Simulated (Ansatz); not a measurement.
Geometry optimisation, DFT PBE, scalar-relativistic, plane waves, PAW (Ansatz 0.2.0).

Input file:

```yaml
crystal:
  lattice:
    - [7.3, 0.0, 0.0]
    - [3.65, 6.321985, 0.0]
    - [0.0, 0.0, 17.73415]
  atoms:
    - { symbol: "Y", position: [0.0, 0.0, 0.0563884] }
    - { symbol: "Y", position: [0.5, 0.0, 0.0563884] }
    - { symbol: "Y", position: [0.0, 0.5, 0.0563884] }
    - { symbol: "Y", position: [0.5, 0.5, 0.0563884] }
    - { symbol: "Y", position: [-0.1666667, 0.3333333, 0.2180581] }
    - { symbol: "Y", position: [0.3333333, 0.3333333, 0.2180581] }
    - { symbol: "Y", position: [-0.1666667, 0.8333333, 0.2180581] }
    - { symbol: "Y", position: [0.3333333, 0.8333333, 0.2180581] }
    - { symbol: "Y", position: [0.0, 0.0, 0.3797278] }
    - { symbol: "Y", position: [0.5, 0.0, 0.3797278] }
    - { symbol: "Y", position: [0.0, 0.5, 0.3797278] }
    - { symbol: "Y", position: [0.5, 0.5, 0.3797278] }
    - { symbol: C, position: [0.1609804, 0.6735536, 0.480663] }
basis:
  ecutwfc: 420.0
kpoints:
  mp_grid: { grid: [3, 3, 1] }
hamiltonian:
  xc: pbe
scf:
  occupations: { method: fermi_dirac, width: 0.05 }
  lower_state_search: "off"
relax:
  f_tol: 0.03
  max_steps: 60
  adjacent_minimum: "off"
  constraints: [{ sites: [0, 1, 2, 3] }]
```

Command:

```bash
$ ansatz run input.yaml --threads 4 --pin off --max-ram 10240MiB --backend cpu --events-out ev --progress --plain --runs-dir out
```

Where does it end, and by what steps?

The forces met the threshold. The force dipped under the threshold on the way, but the program's further checks kept it going. Limits of this set-up: coarse k mesh, thin slab, slab without dipole correction. After 23 steps the energy has fallen by 3.882 eV; C13 moved furthest, 3.21 Å. Joined: Y6–C13 (5.13 → 2.53 Å), Y7–C13 (5.10 → 2.52 Å), Y8–C13 (5.11 → 2.53 Å).

| step | energy less start (eV) | largest force component (eV/Å) | accepted |
| --- | --- | --- | --- |
| 0 | 0.0000 | 3.088 | yes |
| 1 | -1.2721 | 2.819 | yes |
| 2 | -1.9666 | 1.483 | yes |
| 3 | -2.1529 | 0.305 | yes |
| 4 | -2.2147 | 0.211 | yes |
| 5 | -2.2251 | 0.018 | yes |
| 6 | -2.2251 | 0.018 | yes |
| 7 | -2.2256 | 0.012 | yes |
| 8 | -2.2266 | 0.036 | yes |
| 9 | -2.2303 | 0.079 | yes |
| 10 | -2.2524 | 0.247 | yes |
| 11 | -2.3073 | 0.392 | yes |
| 12 | -2.3966 | 0.549 | yes |
| 13 | -2.5242 | 0.711 | yes |
| 14 | -2.6907 | 0.851 | yes |
| 15 | -2.9055 | 0.972 | yes |
| 16 | -3.1321 | 1.000 | yes |
| 17 | -3.3797 | 0.958 | yes |
| 18 | -3.6461 | 0.841 | yes |
| 19 | -3.8251 | 0.264 | yes |
| 20 | -3.7505 | 0.886 | no |
| 21 | -3.8767 | 0.103 | yes |
| 22 | -3.8816 | 0.017 | yes |
| 23 | -3.8816 | 0.017 | yes |

```xyz
13
Lattice="7.3000 0.0000 0.0000 3.6500 6.3220 0.0000 0.0000 0.0000 17.7341" Properties=species:S:1:pos:R:3
Y 0.000 0.000 1.000
Y 3.650 0.000 1.000
Y 1.825 3.161 1.000
Y 5.475 3.161 1.000
Y -0.002 2.110 3.825
Y 3.648 2.160 3.855
Y 1.866 5.246 3.854
Y 5.430 5.246 3.855
Y -0.003 -0.151 6.612
Y 3.647 0.004 6.658
Y 1.957 3.244 6.613
Y 5.336 3.244 6.614
C 3.647 4.218 5.319
```

Whether the end is a true minimum wasn't checked by a vibrational analysis.

Run time: 85 s on 4 threads of Intel(R) Xeon(R) 6975P-C (Granite Rapids) (shared host), peak memory 1.6 GiB.
